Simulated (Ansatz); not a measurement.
Ideal-gas functions of CHBOS (`S=C1BO1`) at 500 K and 1 bar, from an Ansatz frequency run at PBE0-D4/def2-TZVP.

Molar mass 71.9 g/mol, point group Cs (symmetry number 1), electronic degeneracy 1, moments of inertia 14.131, 122.635, 136.766 u Å². Harmonic wavenumbers (cm⁻¹, unscaled): 365, 390, 643, 711, 800, 961, 1272, 1550, 2776.

Use S(trans) = R[1.5 ln M + 2.5 ln T − 1.1517]; rotational temperatures θ = 24.2544 K / I; S(rot) = R[ln(√π/σ · √(T³/θAθBθC)) + 1.5]; for each mode x = 1.438777 ν̃/T, S = R[x/(eˣ − 1) − ln(1 − e⁻ˣ)] and H = RT x/(eˣ − 1); 1 cm⁻¹ = 0.0119627 kJ/mol; R = 8.31446 J/(mol·K).

Problem. By hand: the entropy, in J/(mol·K).

Solution. Translation 172.9. Rotation: θ = 1.7164, 0.1978, 0.1773 K, giving 106.4. Vibration, mode by mode: 8.28, 7.78, 4.29, 3.68, 3.00, 2.09, 1.02, 0.53, 0.03, in all 30.7. Electronic 0.0. Sum 310.0 J/(mol·K).

Problem. By hand: H − E and G − E in kJ/mol, counted from the electronic energy.

Solution. Zero-point energy ½ × 9468 × 0.0119627 = 56.6; thermal vibration 9.8; translation, rotation and pV give 4 RT = 16.6. H − E = 83.0 kJ/mol, and G − E = 83.0 − 500 × 310.0/1000 = -72.0 kJ/mol.

Vibration gives 10 % of the entropy.
